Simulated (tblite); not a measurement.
Run record: tight-binding relaxation, `CCC[C@H]1CC[Se]C1`.

Computed with GFN2-xTB geometry optimisation, gas phase (tblite 0.8.0). Start geometry: from a force field or distance geometry. The input is one job of a driver script: a line of settings, then coordinates in Å.

Command:
```bash
OMP_NUM_THREADS=1 python probes_run.py task.json out
```

Input:
```
{"job": {"kind": "relax", "xc": "GFN2-xTB", "basis": "xTB"}, "charge": 0, "multiplicity": 1}
C     -3.214300     0.084900    -0.499900
C     -1.907500     0.201900     0.248500
C     -0.709400    -0.211500    -0.628200
C      0.618700    -0.182600     0.126900
C      1.749700    -0.757100    -0.715100
C      3.057400    -0.516300     0.005200
Se     2.952300     1.215200     0.887500
C      1.040300     1.223500     0.569700
H     -3.389400    -0.962800    -0.826000
H     -4.063100     0.391400     0.169700
H     -3.217200     0.752500    -1.389400
H     -1.782200     1.243800     0.602500
H     -1.950300    -0.461800     1.161500
H     -0.892700    -1.239200    -1.014200
H     -0.665100     0.481600    -1.507900
H      0.521500    -0.826500     1.056200
H      1.606100    -1.839800    -0.897600
H      1.779600    -0.238900    -1.705100
H      3.213800    -1.296400     0.786200
H      3.920600    -0.530000    -0.696700
H      0.497500     1.528100     1.495400
H      0.823300     1.959400    -0.237200
```

Question: What does the run print?

Answer: 
```
step      E/eV     max force
  0    -688.59099    1.221
  1    -688.72719    0.527
  2    -688.75830    0.271
  3    -688.76698    0.128
  4    -688.76916    0.084
  5    -688.77039    0.065
  6    -688.77163    0.075
  7    -688.77272    0.086
  8    -688.77357    0.063
  9    -688.77410    0.054
... (19 lines left out)
 29    -688.78189    0.027
 30    -688.78199    0.020
 31    -688.78207    0.019
 32    -688.78215    0.019
 33    -688.78222    0.018
 34    -688.78227    0.015
 35    -688.78231    0.011
 36    -688.78233    0.010
 37    -688.78236    0.010
 38    -688.78238    0.009
```

«max force» is the largest atomic force in eV/Å.

Question: From which step on does the largest force stay under 0.1 eV/Å, and how much energy is left to gain from there?

Answer: From step 4 (0.084 eV/Å), 13.2 meV above the end.

In short: energy lowered by 4.4 kcal/mol over 38 steps; largest atomic force 0.009 eV/Å at the end.

Question: Where do the atoms end?

Answer: 0.060 Å rms from the input after alignment:
```
atom  x, y, z in Å
C1    -3.2190    0.0821   -0.4909
C2    -1.9052    0.1924    0.2739
C3    -0.7234   -0.2278   -0.5977
C4     0.6210   -0.1881    0.1300
C5     1.7554   -0.7171   -0.7498
C6     3.0553   -0.5643    0.0170
Se7    2.9534    1.2046    0.8968
C8     1.0093    1.2275    0.5375
H9    -3.3840   -0.9412   -0.8218
H10   -4.0552    0.3794    0.1374
H11   -3.2028    0.7263   -1.3676
H12   -1.7704    1.2226    0.6084
H13   -1.9457   -0.4440    1.1611
H14   -0.8946   -1.2478   -0.9513
H15   -0.6738    0.4219   -1.4753
H16    0.5613   -0.8116    1.0292
H17    1.5931   -1.7632   -1.0151
H18    1.7945   -0.1313   -1.6709
H19    3.1538   -1.3184    0.7996
H20    3.9365   -0.5904   -0.6224
H21    0.5002    1.5701    1.4369
H22    0.8299    1.9376   -0.2725
```

On an Intel Xeon at 2.70 GHz with one thread, on a shared host, this took 0.43 s of wall time.
Labels such as C1 count atoms from 1, the log's own numbers from 0.
